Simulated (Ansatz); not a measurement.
Molecule: C2H6Cl2Si2, charge 0, multiplicity 1. 
Coordinates optimised at B3LYP-D3(BJ)/def2-TZVP (Ansatz, an electronic-structure program):
```xyz
12

C      0.2340     1.8596     1.6740
C      0.1093     0.8688     0.7821
Si    -1.5898     0.3973     0.1894
Cl    -1.6110     0.4083    -1.8814
Si     1.6404     0.0055     0.1732
Cl     1.4060    -2.0379     0.4144
H      1.1958     2.1582     2.0835
H     -0.6192     2.4243     2.0416
H     -2.5741     1.3854     0.6777
H     -1.9597    -0.9649     0.6156
H      2.8044     0.4453     0.9703
H      1.8691     0.2450    -1.2636
```
Charge 0, spin multiplicity 1.

Basis-set convergence of Hartree-Fock and MP2 correlation energies (hartree) with Ansatz. Correlated levels leave the core frozen unless marked. Spin-orbit coupling is left out. Non-relativistic.

| basis | functions | E(HF) | E(corr, MP2) |
|---|---|---|---|
| cc-pV(D+d)Z | 150 | -1576.21225 | -0.73104 |
| cc-pV(T+d)Z | 300 | -1576.29331 | -0.93820 |
| cc-pV(Q+d)Z | 546 | -1576.31254 | -1.01654 |

Extrapolating the two largest sets (X = 3 and 4) as X^-3: E(corr) = (64·(-1.01654) - 27·(-0.93820))/37 = -1.0737 Eh, an estimate of the basis-set limit. The largest set recovers 94.7 % of it, the smallest 68.1 %.
